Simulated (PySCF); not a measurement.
Al2H4, SMILES [AlH2][AlH2].

The structure is a stationary point at TPSSh-D3(BJ)/def2-TZVP.

All values below come from PBE0/def2-TZVPD run with PySCF.

The molecule is in vacuum.

The total energy is -486.98726 hartree and the point group comes out as D2d. The highest occupied level is -6.92 eV. The lowest empty level is -2.09 eV, the orbital gap is 4.83 eV and the dipole moment comes out as 0.00 D. The quadrupole, principal values (traceless, Buckingham form, about the centre of nuclear charge) comes out as -7.74, 3.87, 3.87 D·Å and the mean static polarisability comes out as 70.2 bohr³ (10.41 Å³). The polarisability, principal values is 60.4, 60.4, 89.9 bohr³.
